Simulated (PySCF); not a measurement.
# Mayer bond orders and bond lengths

Species: C₇H₁₂NP.
Numbering: `[CH3:1][CH2:2][c:3]1[cH:4][p:5][cH:6][n:7]1[CH2:8][CH3:9]` (hydrogens: H10, H11, H12 on C1; H13, H14 on C2; H15 on C4; H16 on C6; H17, H18 on C8; H19, H20, H21 on C9)

Structure used (GFN2-xTB), in Å, numbered top down from 1:
```xyz
21
C7H12NP angstrom
C      2.224   -1.192   -0.047
C      1.314   -0.367    0.868
C      0.638    0.735    0.115
C      1.130    2.001   -0.042
P      0.101    3.012   -1.042
C     -0.949    1.669   -1.204
N     -0.533    0.553   -0.556
C     -1.344   -0.640   -0.514
C     -2.326   -0.603    0.658
H      2.980   -0.550   -0.494
H      1.657   -1.656   -0.852
H      2.722   -1.975    0.520
H      1.921    0.081    1.656
H      0.580   -1.020    1.345
H      2.050    2.336    0.401
H     -1.869    1.632   -1.760
H     -1.900   -0.706   -1.453
H     -0.700   -1.518   -0.438
H     -2.942   -1.499    0.657
H     -2.971    0.268    0.577
H     -1.793   -0.546    1.604
```

Bond orders from the PBE0/pcSseg-1 density (PySCF). The structure is a single GFN2-xTB conformer in the gas phase; no vibrational or solvent corrections.

Question: Where do the orders between heavy atoms depart from those drawn in the SMILES?

Answer: The largest departure is 0.432, at N7–C3 (drawn aromatic, 1.068), counting aromatic bonds as 1.5. The bonds drawn aromatic range from 1.07 to 1.49.

Question: Set the Mayer orders of the bonds between heavy atoms beside their lengths.

Answer: 
```
 bond  drawn as  length (Å)  Mayer order
C1–C2    single       1.532        1.037
C2–C3    single       1.496        1.051
C3–C4  aromatic       1.367        1.486
C4–P5  aromatic       1.755        1.238
P5–C6  aromatic       1.712        1.449
C6–N7  aromatic       1.355        1.212
N7–C8    single       1.443        0.921
C8–C9    single       1.529        1.052
N7–C3  aromatic       1.362        1.068
```

Bonds between the same two heavy elements. C–C: lowest C1–C2 (1.037, 1.532 Å), highest C3–C4 (1.486, 1.367 Å). C–P: lowest C4–P5 (1.238, 1.755 Å), highest P5–C6 (1.449, 1.712 Å). C–N: lowest N7–C8 (0.921, 1.443 Å), highest C6–N7 (1.212, 1.355 Å).

Question: And the bonds to hydrogen?

Answer: C–H: 0.93 to 0.97 (12 bonds).

Question: Sum the orders of all bonds at each heavy atom with more than one neighbour and set the sums beside the valence in the SMILES.

Answer: C1 3.935 (drawn 4), C2 3.954 (drawn 4), C3 3.605 (drawn 4), C4 3.691 (drawn 4), P5 2.687 (drawn 3), C6 3.612 (drawn 4), N7 3.201 (drawn 3), C8 3.858 (drawn 4), C9 3.937 (drawn 4). Orders between atoms that aren't bonded are not in these sums.

For a closed shell the Mayer order of atoms A and B is Σ (PS)μν (PS)νμ over the basis functions μ on A and ν on B, with P the density and S the overlap matrix.
